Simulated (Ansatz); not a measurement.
```yaml
crystal:
  periodic: [false, false, false]
  atoms:
    - {symbol: C, position_ang: [-1.403176, -1.737383, 0.486274]}
    - {symbol: C, position_ang: [-0.477871, -0.659255, 0.212529]}
    - {symbol: C, position_ang: [0.290876, 0.242751, -0.020082]}
    - {symbol: Ge, position_ang: [1.492572, 1.643947, -0.377789]}
    - {symbol: Cl, position_ang: [0.618685, 2.920356, -1.880480]}
    - {symbol: H, position_ang: [-2.293930, -1.363725, 0.996772]}
    - {symbol: H, position_ang: [-0.938168, -2.494186, 1.122583]}
    - {symbol: H, position_ang: [-1.718848, -2.220517, -0.441461]}
    - {symbol: H, position_ang: [1.710525, 2.509921, 0.865662]}
    - {symbol: H, position_ang: [2.802237, 1.106991, -0.960909]}
basis:
  gaussian: {orbitals: aug-cc-pVDZ, fitting: {mean_field: def2-universal-jkfit}}
hamiltonian: {xc: {name: HF}}
correlation: {active_space: {window: {electrons: 3, orbitals: 2}}}
output: {forces: true}
```

```sh
$ ansatz run in.yaml --threads 4 --pin off --events-out ev --progress --plain --max-ram 10444MiB
```

Output, abridged:

```
Functional definition: HF
709 factors; integrals over basis functions are off by at most 3.5e-1 eV
mean field evaluation 1: about -72143.9768 eV, gradient 3.2e1 eV
mean field evaluation 2: about -72146.7935 eV, gradient 1.2e1 eV
mean field evaluation 4: about -72147.2609 eV, gradient 1.3e0 eV
mean field evaluation 8: about -72147.2667 eV, gradient 1.6e-6 eV
mean field -72147.26668861 eV, -2651.3631476328 hartree, gradient 1.6e-6 eV, S^2 0.000000; 0 other end points of the search recorded, 0 dependent functions left out
reference -72147.26668861 eV, -2651.3631476328 hartree; 36, 36 occupied and 141, 141 virtual orbitals, 709 factors
Error: 3 electrons in 2 orbitals form no window around the highest filled level of the reference
```

**Question.** Something in this input is off. What?

**Answer.** The active space doesn't fit the electrons. The run stopped with an error.
